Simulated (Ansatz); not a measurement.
A CCSD(T) single point on `O[B]1[SiH2][Zn]1`.

```yaml
crystal:
  periodic: [false, false, false]
  atoms:
    - {symbol: O, position_ang: [-1.462706, 1.130078, -0.439698]}
    - {symbol: B, position_ang: [-0.415044, 0.343198, -0.236539]}
    - {symbol: Si, position_ang: [0.637963, -0.618547, 1.050835]}
    - {symbol: Zn, position_ang: [-0.229170, -1.615784, -1.472726]}
    - {symbol: H, position_ang: [-1.490110, 1.628509, -1.260286]}
    - {symbol: H, position_ang: [1.274938, 0.292897, 2.065273]}
    - {symbol: H, position_ang: [1.745529, -1.228350, 0.247442]}
basis:
  gaussian: {orbitals: def2-TZVPP}
correlation: {method: ccsd_t, frozen_orbitals: {B: 1, H: 0, O: 1, Si: 5, Zn: 9}}
output: {orbitals: {seedname: orbitals}}
```

```sh
$ ansatz run in.yaml --threads 4 --pin off --events-out ev --progress --plain --max-ram 10444MiB
```

Log, shortened:

```
Functional definition: HF
1328 factors; integrals over basis functions are off by at most 1.0e-3 eV
mean field evaluation 1: about -58991.8587 eV, gradient 3.4e1 eV
mean field evaluation 2: about -58992.0952 eV, gradient 3.4e1 eV
mean field evaluation 4: about -58994.6337 eV, gradient 4.0e0 eV
mean field evaluation 8: about -58994.6916 eV, gradient 5.9e-1 eV
mean field evaluation 16: about -58994.6934 eV, gradient 2.4e-6 eV
mean field -58994.69342435 eV, -2168.0149953055 hartree, gradient 2.6e-6 eV, S^2 0.000000; 3 other end points of the search recorded, 0 dependent functions left out; unrestricted orbitals would lower it
16 core orbitals not correlated: weight in the atoms' cores, before any rotation towards them, 1.000 or more for the frozen orbitals, at most 0.000 for the correlated occupied ones
reference -58994.69342435 eV, -2168.0149953055 hartree; 14, 14 occupied and 180, 180 virtual orbitals, 1328 factors
second order -26.40102933 eV of doubles, -0.00000000 eV of singles
cycle   1  -24.84477187 eV  change     1.6e0 eV  update   1.5e-1
cycle   2  -25.67527810 eV  change   -8.3e-1 eV  update   5.6e-2
cycle   3  -25.84697317 eV  change   -1.7e-1 eV  update   2.7e-2
cycle   4  -25.81357537 eV  change    3.3e-2 eV  update   9.2e-3
cycle   5  -25.80169201 eV  change    1.2e-2 eV  update   4.3e-3
cycle   6  -25.80729964 eV  change   -5.6e-3 eV  update   2.2e-3
cycle   7  -25.80708847 eV  change    2.1e-4 eV  update   1.0e-3
cycle   8  -25.80642919 eV  change    6.6e-4 eV  update   5.0e-4
cycle   9  -25.80700248 eV  change   -5.7e-4 eV  update   2.8e-4
cycle  10  -25.80705784 eV  change   -5.5e-5 eV  update   1.4e-4
cycle  11  -25.80684800 eV  change    2.1e-4 eV  update   7.4e-5
cycle  12  -25.80698427 eV  change   -1.4e-4 eV  update   3.8e-5
cycle  13  -25.80694161 eV  change    4.3e-5 eV  update   1.7e-5
cycle  14  -25.80695991 eV  change   -1.8e-5 eV  update   7.7e-6
perturbative correction -1.10453170 eV, -0.0405907911 hartree
Total energy: -59021.60491596 eV, -2169.0039743807 hartree
```

Run time 62 s (4 threads of an Arm Neoverse V2 on a shared host); peak host memory 2.7 GiB.

Correlation energy per correlated electron: -0.961 eV. T1 diagnostic: 0.0192.
